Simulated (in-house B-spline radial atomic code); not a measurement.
Computed with a B-spline radial atomic code. Model: two electrons, singlet ground state, non-relativistic, full CI in B-splines with partial waves to l = 8 (at full coupling up to 3e-4 hartree above the limit, correlation up to 0.6 % small), density held at that of full coupling by Lieb maximisation.

Along the adiabatic connection the electron repulsion is scaled by a coupling λ while a local potential keeps the density fixed. At λ = 0 the system is the Kohn-Sham one and W equals the exchange energy; the exchange-correlation energy is the area under W between 0 and 1. The kinetic energy rises with λ as the electrons avoid each other, with dT/dλ = −λ dW/dλ.

Command:
```bash
python run_ac.py task.json out
```
Settings (lengths in bohr, energies in hartree):
```
potential              coulomb
strength               0.5
lmax                   8
wall_radius            8
```

Cost of the run: 4.8 s on 1 thread of Intel(R) Xeon(R) Processor @ 2.30GHz (shared host).

**W = mean repulsion less Hartree energy, and W of three functionals.**

Given: confinement point charge; nuclear charge 0.5; hard wall radius 8 bohr; external potential -Z/r.

Computed: PBE exchange minus exact 9.3376 millihartree; SCAN exchange minus exact -0.07303 millihartree.

```csv
coupling,W xc (hartree),W xc minus exchange (millihartree),kinetic minus Kohn-Sham (millihartree),LDA (PW92) W minus its exchange (millihartree),PBE W minus its exchange (millihartree),SCAN W minus its exchange (millihartree)
0,-0.25576,0,0,0,0,0
0.02,-0.25766,-1.902,0.02,-8.77,-2.43,-1.86
0.05,-0.26038,-4.621,0.11,-16.87,-5.96,-4.47
0.12,?,?,?,?,?,?
0.25,?,?,?,?,?,?
0.4,-0.28342,-27.66,4.9,-59.22,-35.17,-26.72
0.6,-0.29197,-36.208,9.14,-71.84,-45.85,-35.36
0.8,-0.29858,-42.82,13.74,-81.33,-54.21,-42.24
1,-0.30385,-48.094,18.47,-88.86,-60.98,-47.87
1.4,-0.31177,-56.011,27.87,-100.25,-71.43,-56.5
2,-0.31976,-64.005,41.29,-112.09,-82.46,-65.34
3,-0.32799,-72.234,61.5,-124.87,-94.53,-74.35
4.5,-0.33513,-79.372,87.77,-136.67,-105.78,-81.72
7,-0.34167,-85.911,124.51,-148.23,-116.87,-87.75
10,-0.34609,-90.329,161.49,-156.53,-124.87,-91.24
```

What belongs in the row 0.12?

W xc (hartree): -0.26616; W xc minus exchange (millihartree): -10.4; kinetic minus Kohn-Sham (millihartree): 0.6; LDA (PW92) W minus its exchange (millihartree): -29.96; PBE W minus its exchange (millihartree): -13.42; SCAN W minus its exchange (millihartree): -9.98.

What belongs in the row 0.25?

W xc (hartree): -0.27516; W xc minus exchange (millihartree): -19.398; kinetic minus Kohn-Sham (millihartree): 2.24; LDA (PW92) W minus its exchange (millihartree): -46.19; PBE W minus its exchange (millihartree): -24.83; SCAN W minus its exchange (millihartree): -18.61.

What is the LDA exchange minus exact?

36.423 millihartree.

**Energy parts, natural occupations and partial-wave weights.**

Computed: total energy 0.0196 hartree; exchange energy -0.25576 hartree; correlation energy -0.029625 hartree; kinetic part of the DFT correlation energy 0.018469 hartree; initial slope twice GL2 -0.096882 hartree; Hartree energy 0.51151 hartree; Lieb Oxford ratio E_xc over LDA exchange 1.3011.

| natural | occupation of the shell (electrons) |
| --- | --- |
| s | 1.8764 |
| p | 0.10045 |
| s | 0.021191 |
| d | ? |
| p | 0.00047903 |
| f | 0.00011705 |

What belongs in the row d?

occupation of the shell (electrons): 0.001123.

| wave | weight |
| --- | --- |
| s | 0.94885 |
| p | 0.050473 |
| d | ? |
| f | 6.5434e-05 |
| g | 1.3875e-05 |

What belongs in the row d?

weight: 0.00059107.

What is the Kohn-Sham kinetic?

0.18517 hartree.

What is the kinetic part over minus potential part?

0.38403.

Half-way to full coupling W has made 66 % of its drop, against 50 % for a straight line, and second-order (GL2) theory, half the initial slope, overshoots the correlation energy by about 64 %: correlation is strong. Over couplings 0 to 1 the errors in E_xc come to about +5.5 millihartree for LDA, +1.4 millihartree for PBE, +0.6 millihartree for SCAN, so SCAN is nearest. In LDA and PBE and SCAN the errors of exchange and correlation have opposite signs, so the sum is smaller than the larger of the two.
